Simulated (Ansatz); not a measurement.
Species: C₂H₉ClSi₂, charge 0, multiplicity 1. 
Coordinates optimised at B3LYP-D3(BJ)/def2-TZVP (Ansatz, a first-principles code):
SMILES: C[SiH](C)[SiH2]Cl
```xyz
14

C     -1.6376     1.6539    -0.3761
Si    -0.9293     0.0330    -1.0087
C     -1.8436    -1.4411    -0.2874
Si     1.3277    -0.0996    -0.3901
Cl     1.3901    -0.0439     1.6987
H     -2.7001     1.7317    -0.6167
H     -1.1270     2.5106    -0.8191
H     -1.5291     1.7199     0.7081
H     -0.9997    -0.0050    -2.4953
H     -2.9080    -1.3911    -0.5272
H     -1.4527    -2.3817    -0.6789
H     -1.7407    -1.4590     0.7992
H      1.9881    -1.3595    -0.8065
H      2.1476     1.0360    -0.8751
```
Charge 0, spin multiplicity 1.

Quantity: atomisation energy (electronic, to ground-state atoms), in kJ/mol. Cores are frozen in the correlated levels unless marked. UHF or UKS for open shells. No spin-orbit coupling. No relativistic terms. The coupled-cluster limit lacks core correlation, which all-electron functionals hold. CBS(X,Y): correlation extrapolated as X^-3; Hartree-Fock from the larger set.

```json
[
 {"level": "HF/6-31G", "program": "Ansatz", "atomisation energy (kJ/mol)": "3343.7"},
 {"level": "HF/cc-pV(D+d)Z", "program": "Ansatz", "atomisation energy (kJ/mol)": "3651.1"},
 {"level": "BLYP/def2-TZVPD", "program": "Ansatz", "atomisation energy (kJ/mol)": "4711.6"},
 {"level": "B3LYP/def2-TZVPD", "program": "Ansatz", "atomisation energy (kJ/mol)": "4779.7"},
 {"level": "PBE0-D3(BJ)/def2-TZVPD", "program": "Ansatz + dftd3", "atomisation energy (kJ/mol)": "4841.3"},
 {"level": "PBE0-D4/def2-TZVPD", "program": "Ansatz + dftd4", "atomisation energy (kJ/mol)": "4838.7"},
 {"level": "BHLYP-D3(BJ)/def2-TZVPD", "program": "Ansatz + dftd3", "atomisation energy (kJ/mol)": "4778.6"}
]
```

### Question
What does CCSD(T)/CBS(cc-pV(T+d)Z,cc-pV(Q+d)Z) (Ansatz) give?

### Answer
4855.6 kJ/mol, so BHLYP-D3(BJ)/def2-TZVPD differs from it by -77.0 kJ/mol.
